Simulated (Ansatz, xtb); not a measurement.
## C4H10OSi: which of two isomers lies lower

Structure I is `O[C@H]1C[C@@H]([SiH3])C1`, a singlet and structure II is `OC1([SiH3])CCC1`, a singlet. Both are isolated molecules in the gas phase, relaxed with r2SCAN-D4/def2-SVP; the shapes shown needn't be the lowest conformers.

I (Å):

```xyz
16

C     0.0310   -1.1369   -1.3689
C    -0.3810   -1.7336   -0.0029
C     0.9986   -1.2652    0.5465
C     1.5092   -1.2315   -0.9241
O    -0.3922   -1.7280   -2.5595
Si    1.8986   -2.3255    1.8152
H    -0.1315   -2.6589   -2.5319
H    -0.2775   -0.0788   -1.4252
H    -1.2999   -1.3709    0.4845
H    -0.4307   -2.8364   -0.0737
H     0.9100   -0.2319    0.9278
H     1.1530   -2.3652    3.1116
H     2.0127   -3.7226    1.2889
H     3.2753   -1.8019    2.0769
H     2.2111   -0.4382   -1.2265
H     1.9306   -2.2091   -1.2245
```

II (Å):

```xyz
16

C    -0.4991   -0.4189   -1.1559
C     0.9627    0.0416   -0.9627
C     0.8878   -0.4505    0.5002
C    -0.3180   -1.3273    0.0954
O    -0.7058   -1.0584   -2.4086
Si   -1.7817    0.9804   -0.9529
H    -1.6062   -1.4133   -2.4184
H    -1.5964    1.9999   -2.0271
H    -1.6952    1.6469    0.3845
H    -3.1438    0.3725   -1.0963
H     1.2286    1.0925   -1.1661
H     1.6065   -0.6117   -1.5753
H     1.7724   -0.9590    0.9122
H     0.5961    0.3550    1.1926
H    -1.1550   -1.4456    0.8049
H     0.0078   -2.3242   -0.2468
```

Energies in hartree; the thermal terms are from GFN2-xTB frequencies at re-optimised GFN2-xTB minima (ideal gas, soft modes damped towards free rotors, one conformer each, 298.15 K, 1 atm) and include the zero-point energy:

|  | I | II |
| --- | --- | --- |
| E, CCSD(T)/def2-SVP | −521.730917 | −521.726225 |
| E, MP2/def2-SVP | −521.633558 | −521.628656 |
| E, MP2/def2-TZVPP | −522.199205 | −522.193579 |
| zero-point energy | 0.127033 | 0.126503 |
| H(298 K) − E | 0.135671 | 0.135353 |
| G(298 K) − E | 0.095211 | 0.094877 |

Correct the CCSD(T) difference for the basis set by the MP2 change, then work out ΔE, ΔE₀, ΔH and ΔG for I → II in kcal/mol (1 Eh = 627.51 kcal/mol) and the equilibrium ratio [II]/[I].

1. Differences II − I: CCSD(T) +0.004692, MP2 in the small set +0.004902, MP2 in the large set +0.005626 Eh.
2. ΔE = +0.004692 + (+0.005626 − (+0.004902)) = +0.005416 Eh = +3.40 kcal/mol.
3. ΔE₀ = ΔE + ΔZPE = +0.005416 + (−0.000530) Eh = +3.07 kcal/mol.
4. ΔH = ΔE + (−0.000318) Eh = +3.20 kcal/mol.
5. ΔG = ΔE + (−0.000334) Eh = +3.19 kcal/mol, so ΔS = (ΔH − ΔG)/T = +0.1 J/(mol K).
6. kT = 0.9442 mEh, so K = [II]/[I] = exp(−ΔG/kT) = exp(−5.38) ≈ 0.0046.

Structure I is favoured at this temperature. An error of 1 kcal/mol in ΔG would change K by a factor of 5.4. Mirror images and further conformers aren't counted.

As drawn, both hold the same kinds of bond in the same numbers.

Other levels gave ΔE = +1.4 (GFN2-xTB); +3.5 (HF/STO-3G, GFN2-xTB geometries); +2.5 (r2SCAN-D4/def2-SVP//GFN2-xTB); +2.8 (r2SCAN-D4/def2-SVP); +4.9 (HF/def2-SVP); +3.1 (MP2/def2-SVP); +2.9 (CCSD(T)/def2-SVP) kcal/mol. The correlated steps freeze 10 core orbitals. Programs: Ansatz 0.2.0, xtb 6.7.1.
